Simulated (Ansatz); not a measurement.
PbO4. Charge 0, multiplicity 3. Geometry PBE-D4/def2-SVP; atoms count from 1.

```xyz
5

Pb   -0.4005    1.7799    0.3662
O     1.4122    0.4335    0.2312
O    -1.4795   -0.1346   -0.1698
O     1.3714   -0.8159   -0.0562
O    -0.9037   -1.2629   -0.3715
```

In the def2 sets Pb takes a core potential; there is no spin–orbit coupling. The structure holds 3 bonds between oxygen atoms, so isomers without such links may lie far lower. The charge 0 triplet is spin-contaminated (final ⟨S²⟩ up to 2.55, 2.00 for a pure state). At PBE0-D4/def2-TZVP a singlet of charge 0 lies 0.29 eV below the triplet, each at its own geometry. The structure comes from a short search, and lower isomers may exist.

Estimate the Mulliken populations from the PBE0/def2-TZVP orbitals of Ansatz.


```
atom  charge (e)  spin (α − β)
 Pb1        0.65         -0.74
  O2       -0.23          0.52
  O3       -0.23          0.52
  O4       -0.09          0.84
  O5       -0.09          0.84
```
Mulliken values depend strongly on the basis.

Where does the spin sit?

Summed by element: Pb -0.74, O 2.74, of 2 unpaired in all. Largest on single atoms: O5 0.84, O4 0.84, Pb1 -0.74.

And the Mayer bond orders between heavy atoms (over 0.3)?

Pb1–O2 0.57 (2.26 Å); Pb1–O3 0.57 (2.26 Å); O2–O4 1.31 (1.28 Å); O3–O5 1.31 (1.28 Å).
